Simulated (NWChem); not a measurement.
Species: diselenium (Se2, triplet); SMILES [Se]=[Se]

```xyz
2

Se     0.0000     0.0000     1.0839
Se     0.0000     0.0000    -1.0839
```
Atoms are numbered in this order, from 1.

Level: PBE0/def2-SVP, spin-unrestricted (NWChem), optimised geometry, unscaled harmonic frequencies. This build's default masses of Se (78.918 u) and Br (79.917 u) are each other's, which moves their modes by up to 0.6 %.

Task: List the harmonic frequencies with IR intensities, and the thermochemistry.

Result: 
```tsv
frequency (cm⁻¹)	IR intensity (km/mol)
407	0.0
```

The zero-point energy is 0.6 kcal/mol and the thermal correction to the enthalpy at 298.15 K (with zero-point energy) comes out as 2.8 kcal/mol. The heat capacity Cv is 6.4 cal/(mol K) and the dipole moment is 0.00 D.

Rigid rotor and harmonic oscillator.
